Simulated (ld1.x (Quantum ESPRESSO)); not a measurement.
nitrogen: one change to an RRKJ potential, before and after

```json
{
 "Element": "N (Z = 7)",
 "Generator": "ld1.x (Quantum ESPRESSO) 7.5",
 "Type": "norm-conserving RRKJ (Kleinman–Bylander form)",
 "Functional": "PBE",
 "Relativity": "non-relativistic",
 "Frozen core": "[He]",
 "Valence charge": "5",
 "Reference configuration": "2s2 2p2 (charge +1)",
 "Partial waves": "2s (bound): rc 0.90 bohr; 2p (bound): rc 2.25 bohr",
 "Local potential": "all-electron potential smoothed inside 1.35 bohr (lloc = -2)",
 "Core correction": "a·sin(br)/r model core inside 0.55 bohr"
}
```

Change: wave 2p (bound): rc 2.25 bohr becomes 2p (bound): rc 3.42 bohr.

Cutoffs: the cutoffs (Ry, on a coarse ladder) from which the occupation-weighted sum of valence levels, in a spherical-Bessel basis at the reference potential, stays within 10 and 1 mRy of its value at 400 Ry; they do not see the model core or the augmentation charge, which bear on the density cutoff. Errors are all-electron minus pseudo energies relative to the spin-unpolarised reference configuration.

What does the change do?

The potential gets neither clearly harder nor softer (80 Ry and 110 Ry → 80 Ry and 110 Ry); both files keep a bound ghost (s); of the 7 tests that both files solve, the error grows in 7 and shrinks in 0 by more than 15 % and 0.3 meV (median size 339.3 → 1416.2 meV). More of the atom is replaced by a form fitted at one configuration, so other configurations suffer.

```csv
quantity,base,changed
"cutoff, loose",80 Ry,80 Ry
"cutoff, tight",110 Ry,110 Ry
loose cutoff by channel (10 mRy a level),"s 70 Ry, p 25 Ry","s 70 Ry, p 10 Ry"
bound ghosts,s,s
"error for 2s2 2p3, meV [ΔE -13.60 eV]",+90,+681
"error for 2s2 2p1, meV [ΔE 28.86 eV]",+339,+1416
"error for 2s2 2p0, meV [ΔE 75.94 eV]",+2083,+7183
"error for 2s0 2p5, meV [ΔE 9.38 eV]",+422,+1433
"error for 2s1 2p4, meV [ΔE -2.12 eV]",+273,+1291
"error for 2s1 2p0, meV [ΔE 153.71 eV]",+3698,+12373
"error for 2s2 2p3.3, meV [ΔE -15.22 eV]",+114,+970
```

Changed file: These tests converged, but a pseudo level misses the all-electron one widely, so the file describes the atom poorly there or has found another state: 2s2 2p1: 2p by 3.2 eV; 2s2 2p0: 2s by 4.8 eV; 2s0 2p5: 2p by 2.1 eV; 2s1 2p4: 2p by 1.6 eV; 2s1 2p0: empty 2p by 13.0 eV. A true bound ghost makes a file unfit for plane-wave use even where its test errors are small: the radial tests pick states by their node count and pass the ghost by.
